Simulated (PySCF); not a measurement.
## [WOF5]−: from a saddle point downhill

PySCF 2.14.0, RKS BP86, W def2-SVP with ECP60, O def2-SVP, F def2-SVP; non-relativistic Hamiltonian with scalar-relativistic core potentials where named; density fitting; no spin-orbit coupling. Relaxed within the symmetry of its start, the geometry (Cs) is

```xyz
7

W     0.0380    0.0000    0.0385
O     1.4370    0.0000    1.0583
F    -0.8645    1.2408    1.2014
F    -0.8645   -1.2408    1.2014
F     1.3590    0.0000   -1.3876
F    -0.6041    1.3955   -1.1395
F    -0.6041   -1.3955   -1.1395
```

and its lowest harmonic modes are -90, 163, 250, 270, 306, 317 cm⁻¹ (negative: unstable). It was moved along the lowest mode and relaxed again.

(1) Where does it end, and how much lower?

(2) How do the contacts change?

No frequency check is given for the end.

State: singlet.

Results:

(1) In nearly C4v, 0.552 eV lower, after 16 steps:
```xyz
7

W     0.0705   -0.0439    0.0486
O     1.2895   -0.7441    1.0783
F    -0.0540    1.5899    1.0275
F    -1.3905   -0.7454    1.0561
F     1.3219    0.7807   -1.1330
F    -1.3194    0.7335   -1.1223
F    -0.0210   -1.5491   -1.1223
```

(2) 
```tsv
contact	saddle (Å)	end (Å)
W1–O2 (O)	1.731	1.743
W1–F3 (F)	1.925	1.909
W1–F4 (F)	1.925	1.908
W1–F5 (F)	1.944	1.908
W1–F6 (F)	1.936	1.977
W1–F7 (F)	1.936	1.909
```
